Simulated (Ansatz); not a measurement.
Reaction (cleavage of the As–Si bond): `O[SiH2][AsH2]` + `S[S][GeH3]` → `[GeH3][S]S[AsH2]` + silanol

Calculated with Ansatz (gas phase, PBE0-D4/def2-TZVP geometries, no zero-point term in ΔE). CCSD(T)/CBS is the MP2 limit (def2-TZVPP, def2-QZVPP) plus CCSD(T) − MP2 in def2-TZVPP, frozen cores. DFT in def2-TZVPP. For As, Ge outer-core shells are correlated without core-valence functions, which leaves a few kJ/mol of doubt a bond. Scalar relativity is left out up to krypton. Each species was taken in one conformer, which may not be the lowest.

`O[SiH2][AsH2]`:

```xyz
8

O    -0.440    1.755   -0.028
Si   -0.161    0.203   -0.515
As    1.270   -0.712    1.114
H    -1.081    2.269   -0.521
H    -1.445   -0.538   -0.663
H     0.541    0.157   -1.829
H     1.212   -2.065    0.415
H     0.105   -1.069    2.027
```

`S[S][GeH3]`:

Cartesian coordinates in Å:
```
S -0.409 -0.902 -2.010
S -0.894 -1.230 -0.037
Ge 0.447 0.280 0.921
H -1.315 0.058 -2.277
H 0.031 1.680 0.446
H 0.243 0.129 2.437
H 1.897 -0.016 0.519
```

`[GeH3][S]S[AsH2]`:

Cartesian coordinates in Å:
```
Ge 1.564 0.822 0.850
S -0.042 -0.507 1.648
S -0.465 -1.559 -0.071
As -1.982 -0.212 -1.053
H 0.969 1.654 -0.296
H 2.008 1.721 2.014
H 2.722 -0.047 0.340
H -1.626 -0.681 -2.460
H -3.149 -1.191 -0.972
```

`O[SiH3]`:

```xyz
6

O    -0.737    0.524   -0.908
Si    0.316   -0.196    0.135
H    -1.522    0.932   -0.541
H     0.861    0.775    1.123
H     1.413   -0.732   -0.702
H    -0.331   -1.304    0.892
```

CCSD(T)/CBS gives +5.3 kJ/mol.

(1) Another level gave +6.9 kJ/mol. Which?
A. BLYP-D4/def2-TZVPP
B. LC-ωPBE/def2-TZVPP
C. revPBE/def2-TZVPP
D. revPBE-D4/def2-TZVPP

Largest T1 diagnostic among the species: 0.013.

Results:

(1) C. revPBE 6.9, revPBE-D4 0.8, BLYP-D4 -5.5, LC-ωPBE 14.8 kJ/mol.

The D4 term adds −5.5 kJ/mol with B3LYP and −3.0 kJ/mol with PBE0; it sums over pairs of atoms, weighted by their polarisabilities, and B3LYP, whose exchange is more repulsive, gets the larger term. From BLYP to BHLYP (50 % exact exchange), in def2-TZVPP and without D4, ΔE moves by +5.3 kJ/mol.

B3LYP here is the variant with VWN-RPA as its local correlation; programs differ in this.
